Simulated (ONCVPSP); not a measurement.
# lanthanum (La): one change to an ONCV potential, before and after

```json
{
 "Element": "La",
 "Generator": "ONCVPSP 4.0.1",
 "Type": "optimised norm-conserving Vanderbilt (ONCV)",
 "Functional": "PBEsol",
 "Relativity": "scalar-relativistic",
 "Frozen core": "[Kr] 4d10",
 "Valence charge": "11",
 "Reference configuration": "5s2 5p6 5d1 6s1.5 (charge +0.5)",
 "Partial waves": "5s+6s: rc 2.65 bohr, ncon 3, nbas 6, qcut 6 1/bohr, 2 projectors; 5p: rc 2.25 bohr, ncon 4, nbas 7, qcut 6.5 1/bohr, 2 projectors, debl 4 Ha; 5d: rc 2.90 bohr, ncon 4, nbas 9, qcut 3.7 1/bohr, 2 projectors, debl 1.7 Ha; f scattering state at 0.32 Ha: rc 2.55 bohr, ncon 4, nbas 8, qcut 4.3 1/bohr, 2 projectors, debl 2 Ha",
 "Local potential": "polynomial inside 1.95 bohr (lpopt 4, dvloc0 2 Ha)",
 "Core correction": "polynomial model core, fcfact 0.55"
}
```

In the f channel the program set the typed energies aside and used -0.264, 1.736 Ha.

All-electron outer shells of the reference configuration (PBEsol, scalar-relativistic, ld1.x):

```
shell  level (eV)  outermost node (bohr)  outermost maximum (bohr)
   5s      -41.74                   0.77                      1.41
   5p      -25.18                   0.83                      1.58
   6s       -5.98                   1.86                      3.69
   5d       -5.71                   0.95                      2.21
```

Change: fully relativistic. In the f channel the program set the typed energies aside and used -0.259, 1.741 Ha (j = l + 1/2; the other j can differ).

Cutoffs: the cutoffs (Ha) at which the residual kinetic energy of the hardest occupied pseudo-wave falls to 1 and 0.1 mHa per electron; they do not see the model core or the augmentation charge, which bear on the density cutoff. Errors are all-electron minus pseudo energies relative to the spin-unpolarised reference configuration.

**Question.** How do hardness, ghosts and transferability respond?

**Answer.** The potential gets neither clearly harder nor softer (13 Ha and 15 Ha → 13 Ha and 15 Ha); of the 4 tests that both files solve, the error grows in 0 and shrinks in 3 by more than 15 % and 0.3 meV (median size 1.2 → 0.6 meV); neither file shows a bound ghost.

```tsv
quantity	base	changed
cutoff, loose	13 Ha	13 Ha
cutoff, tight	15 Ha	15 Ha
loose cutoff by channel	s 8.7 Ha, p 13 Ha, d 5.4 Ha	s 8.7 Ha, p 13 Ha, d 5.5 Ha
bound ghosts	none	none
GHOST(+) flags under 300 eV	none	none
error for 5s2 5p6 5d1 6s2, meV [ΔE -2.42 eV]	+0.3	-0.1
error for 5s2 5p6 5d1 6s1, meV [ΔE 3.58 eV]	-0.8	-0.2
error for 5s2 5p6 5d1 6s0, meV [ΔE 14.43 eV]	-5.2	-3.0
error for 5s2 5p6 5d0 6s2 6p1, meV [ΔE -0.09 → -0.10 eV]	+1.7	-0.9
s: phases at 2.69 bohr within 0.05 rad from the reference energy up to (Ha; the scan ends near 5)	3.3	3.3
rms error of d²Exc/dni dnj with the model core, mHa	0.97	2.55
```

Base: The cutoffs count occupied waves only; projector 2 of the f channel, the hardest unoccupied one, needs 55 Ha at the loose tolerance. Changed file: The cutoffs count occupied waves only; projector 2 of the f channel, the hardest unoccupied one, needs 55 Ha at the loose tolerance. These tests converged, but a pseudo level misses the all-electron one widely, so the file describes the atom poorly there or has found another state: 5s2 5p6 5d0 6s2 6p1: empty 5d by 4.9 eV.
